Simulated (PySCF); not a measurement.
Structure problem from calculated spectra and properties.

Formula: C7H7BF2.

| Quantity | Value |
| --- | --- |
| Triplet | lowest triplet excitation (Tamm–Dancoff): 2.84 eV [TDA B3LYP/def2-SVPD] |
| NMR, other nuclei | isotropic shieldings of nuclei other than C and H, by class: 55 (1 B), 289 (2 F) ppm [GIAO PBE0/pcSseg-1] |
| UV, first state | lowest singlet excitation: 4.46 eV (278 nm, f = 0.052) [TDDFT B3LYP/def2-SVPD] |
| Rotational structure | rotational constants A, B, C: 2.705, 0.851, 0.731 GHz [PBE0-D3(BJ)/def2-SVP] |
| Valence photoelectron | vertical ionisation energy: 9.25 eV [ΔSCF B3LYP/def2-SVPD] |
| 1H NMR | chemical shifts (computed TMS as zero) by class: 8.63 (1 H), 8.34 (1 H), 8.23 (1 H), 8.06 (1 H), 7.80 (1 H), 6.54 (1 H), 6.45 (1 H) ppm [GIAO PBE0/pcSseg-1] |
| 13C NMR | chemical shifts (computed TMS as zero) by class: 163.8 (1 C), 160.1 (1 C), 159.3 (1 C), 156.6 (1 C), 144.6 (1 C), 141.3 (1 C), 122.8 (1 C) ppm [GIAO PBE0/pcSseg-1] |

Gas-phase values; electronic properties from PySCF, density fitting. Levels stand in brackets. One conformer (not necessarily the lowest) at the PBE0-D3(BJ)/def2-SVP geometry, without solvent, vibrations or thermal averaging. Each NMR value is the plain mean over a class of atoms that symmetry, rotation or inversion makes alike.

Problem. Propose a structure and show how it fits.

Solution. Numbering: `[F:1][CH:2]([F:3])[C:4]1=[CH:5][BH:6][CH:7]=[CH:8][CH:9]=[CH:10]1`. 7 carbons fall into 7 classes; from least to most shielded: unsaturated ring CH carbon [C7] (163.8 ppm), unsaturated ring carbon [C4] (160.1 ppm), unsaturated ring CH carbon [C5] (159.3 ppm), unsaturated ring CH carbon [C8] (156.6 ppm), unsaturated ring CH carbon [C9] (144.6 ppm), unsaturated ring CH carbon [C10] (141.3 ppm), CHF2 carbon [C2] (122.8 ppm). Hydrogen classes from least to most shielded: 1 H on an unsaturated ring CH carbon, C7 (8.63 ppm), 1 H on an unsaturated ring CH carbon, C5 (8.34 ppm), 1 H on an unsaturated ring CH carbon, C8 (8.23 ppm), 1 H on an unsaturated ring CH carbon, C10 (8.06 ppm), 1 H on an unsaturated ring CH carbon, C9 (7.80 ppm), 1 H on a ring boron, B6 (6.54 ppm), 1 H on a CHF2 carbon, C2 (6.45 ppm). The other shieldings belong to: 55 ppm, ring boron [B6]; 289 ppm, fluorine of a CF2 group [F1/F3]. The first electron is taken from the HOMO, whose largest Löwdin shares are 0.18 on an unsaturated ring CH carbon, 0.17 on an unsaturated ring CH carbon and 0.15 on each of 2 atoms of one kind (unsaturated ring CH carbon). By its constants the optimised geometry is an asymmetric top. Structure: `FC(F)C1=CBC=CC=C1`. Computed isomers that give other values at the same levels: `FC(F)C1=CC=CBC=C1` (13C chemical shifts (computed TMS as zero) by class: 167.9 (1 C), 164.1 (1 C), 155.0 (1 C), 153.9 (1 C), 149.7 (1 C), 143.8 (1 C), 120.9 (1 C) ppm); `CB(C)C(F)=C=C=C=CF` (rotational constant A: 2.993 GHz; this holds for the one conformer computed). The assignments are read from this structure; whether some other isomer fits the data as well wasn't checked.

The values belong to the conformer `[F:1][CH:2]([F:3])[C:4]1=[CH:5][BH:6][CH:7]=[CH:8][CH:9]=[CH:10]1`: F1–C2–C4–C5 -129°.
